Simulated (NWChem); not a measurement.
# CaHSF; SMILES [F][Ca][SH]

```xyz
4

Ca     0.1196     0.5051    -0.0150
F     -0.5367     2.3471     0.0256
S     -0.3056    -2.0637    -0.0479
H      1.0158    -2.3600    -0.0735
```
Atoms are numbered in this order, from 1.

Results from NWChem. Pople sets run with spherical d functions. The geometry was optimised at PBE0/def2-SVP. GIAO values for the isolated, static molecule; σ is the absolute isotropic shielding, δ = σ(reference) − σ with the isolated reference molecule computed at the same levels (19F: trichlorofluoromethane, 1H: tetramethylsilane).

```
level           σ Ca1 (ppm)  δ F2 (ppm)  σ S3 (ppm)  δ H4 (ppm)
--------------  -----------  ----------  ----------  ----------
B3LYP/6-31G*            [?]         [?]         [?]         [?]
PBE0/pcSseg-1        1020.9       117.0       731.1       -1.00
B3LYP/6-311G**       1004.6       114.0       738.7       -1.52
```

**Question.** Some entries are withheld; supply them.

**Answer.** 
- B3LYP/6-31G*, σ Ca1 (ppm): 1168.4
- B3LYP/6-31G*, δ F2 (ppm): -88.7
- B3LYP/6-31G*, σ S3 (ppm): 837.5
- B3LYP/6-31G*, δ H4 (ppm): -2.98
